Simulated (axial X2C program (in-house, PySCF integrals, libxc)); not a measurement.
**Spin–orbit effects down a group: molecules with F, HF**

Calculated with an in-house all-electron X2C program for linear molecules (integrals from PySCF), spin-free (one-electron X2C) or two-component (2c: spin–orbit coupling with atomic mean-field Coulomb and Gaunt terms, which also bring small scalar terms), in Dyall basis sets with cores contracted in-house; open shells are unrestricted.

Basis sets: F dyall-av3z, Hf dyall-cv3z, Ti dyall-cv3z, Zr dyall-cv3z.

```tsv
molecule	spin-free state	Re (Å)	ωe (cm⁻¹)	De (eV)	2c state	Re 2c (Å)	ωe 2c (cm⁻¹)	De 2c (eV)
TiF	M_S = 3/2, Λ = 0	1.822	679.0	3.84	Ω = 3/2	1.822	678.9	n/a
ZrF	M_S = 3/2, Λ = 0	1.913	632.9	n/a	Ω = 3/2	1.913	632.7	n/a
HfF	M_S = 1/2, Λ = 2	1.886	648.6	5.09	Ω = 3/2	1.890	645.1	n/a
```

(1) Work out the shifts from the spin-free to the two-component result.

Each entry is the lowest single determinant of a limited PBE0 search at one distance. De goes to single-determinant-based atoms at the same level (for ions the charge split of lowest energy) and is withheld (n/a) where an atom does not fit its ground term or J level. Main or longest-lived isotopes. One determinant is a doubtful description, or other states lie close, for TiF, ZrF, HfF; these need not be ground states, and all values refer to the states named. With several unpaired electrons the Ω given is that of one determinant, not necessarily of the lowest component.

Answers

(1) 

```
molecule  2c state  ΔRe (Å)  Δωe (cm⁻¹)  ΔDe (eV)
     TiF   Ω = 3/2    0.000        -0.1       n/a
     ZrF   Ω = 3/2    0.000        -0.2       n/a
     HfF   Ω = 3/2    0.004        -3.5       n/a
```

Shifts of one unit in the last digit are rounding.
